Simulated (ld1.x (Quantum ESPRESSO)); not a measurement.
# tungsten, ultrasoft: configuration errors across variants

ld1.x (Quantum ESPRESSO) 7.5 input, shortened:

```
&input
   title='W', zed=74., rel=1, dft='PBE', iswitch=3,
   config='[Xe] 4f14 5d4 6s1.5 6p0.5'
 /
 &inputp
   pseudotype=3, tm=.true., lloc=-1, rcloc=2.25,
   nlcc=.true.
 /
6
6S  1  0   1.50   0.00  2.10  2.55  0.0
6S  1  0   0.00   1.25  2.10  2.55  0.0
6P  2  1   0.50   0.00  3.90  4.10  0.0
6P  2  1   0.00   1.15  3.90  4.10  0.0
5D  3  2   4.00   0.00  2.00  2.75  0.0
5D  3  2   0.00   0.60  2.00  2.75  0.0
 &test
   configts(1)='5d4 6s1.5 6p0.5'
 /
```

All-electron excitation energies from the reference (eV): (1) 5d4 6s2 6p0 -2.210; (2) 5d4 6s1 6p0 6.673; (3) 5d4 6s0 6p0 22.353; (4) 5d4 6s1 6p1 2.285; (5) 5d2 6s0 6p0 84.946; (6) 5d3 6s2 6p0 6.620; (7) 5d4.5 6s1.5 6p0 -1.515.

The default core radius of the base comes out at 1.58 bohr.

The overlap operator is not positive definite (basis up to 400 Ry) in “local potential all-electron potential smoothed inside 3.65 bohr (lloc = -1)”, “all radii but the core radius scaled by about 1.30 (s 3.30, p 5.32, d 3.56 bohr, rcut 2.72/5.06/2.60); local potential all-electron potential smoothed inside 2.92 bohr (lloc = -1)”. Such files are unfit for use, however small their errors in these radial tests.

A true bound ghost makes a file unfit for plane-wave use even where its test errors are small: the radial tests pick states by their node count and pass the ghost by.

Errors AE − PS in meV (a dash: test not solved or not reliable):

```tsv
change	(1)	(2)	(3)	(4)	(5)	(6)	(7)	bound ghosts
base	+0.4	-7.6	-34	-0.6	-611	-44	-14	not determined
wave 6s channel at 1.25 Ry: rcut 2.10, rcutus 2.55 bohr becomes 6s channel at 4.77 Ry: rcut 2.10, rcutus 2.55 bohr	+0.2	-8.2	-34	-0.7	-611	–	–	not determined
waves 5d (bound): rcut 2.00, rcutus 2.54 bohr; 5d channel at 0.6 Ry: rcut 2.00, rcutus 2.54 bohr	+0.4	-7.7	-35	-0.6	-588	-42	-14	not determined
core correction a·sin(br)/r model core inside 2.46 bohr	+0.9	-4.6	-2.8	-0.1	-280	-10	-9.5	not determined
waves 6s (bound): rcut 2.10, rcutus 2.80 bohr; 6s channel at 1.25 Ry: rcut 2.10, rcutus 2.80 bohr	+0.4	-7.5	-34	-0.6	-611	-41	-14	not determined
waves 6p (bound): rcut 3.62, rcutus 3.84 bohr; 6p channel at 1.15 Ry: rcut 3.62, rcutus 3.84 bohr	+0.1	-7.3	-32	-0.5	-603	-42	-15	not determined
local potential all-electron potential smoothed inside 3.65 bohr (lloc = -1)	+0.4	-8.0	-36	-1.4	-596	-48	-14	not determined (overlap not positive)
all radii but the core radius scaled by about 1.30 (s 3.30, p 5.32, d 3.56 bohr, rcut 2.72/5.06/2.60); local potential all-electron potential smoothed inside 2.92 bohr (lloc = -1)	–	–	–	–	–	–	–	not determined (overlap not positive)
local potential all-electron potential smoothed inside 3.80 bohr (lloc = -1)	+0.4	-8.8	-36	-1.4	-597	-64	-16	s
```

**Question.** Give the same row for: type PAW; local potential all-electron potential smoothed inside 3.15 bohr (lloc = -2); augmentation BG, radius 1.90 bohr.

**Answer.** +2.1, -0.7, -14, +0.6, -752, -34, -6.0; bound ghosts: none.
